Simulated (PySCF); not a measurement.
A structure optimised at PBE0-D3(BJ)/def2-SVP, used in a PySCF frequency run:

```xyz
9

In    -0.2862     0.4989     0.0000
H     -1.5634     1.6240     0.0000
O      1.6903     0.7976     0.0000
H      1.9341     1.7295     0.0000
O     -0.5935    -1.4650     0.0000
C      0.4450    -2.4000     0.0000
H      0.3769    -3.0553     0.8895
H      0.3769    -3.0553    -0.8895
H      1.4557    -1.9498     0.0000
```

### Question
Write its SMILES, formula and point group.

### Answer
C[O][InH][OH], CH₅InO₂, Cs

### Question
What are its rotational constants (standard atomic weights)?

### Answer
6.9237, 2.9516, 2.0968 GHz
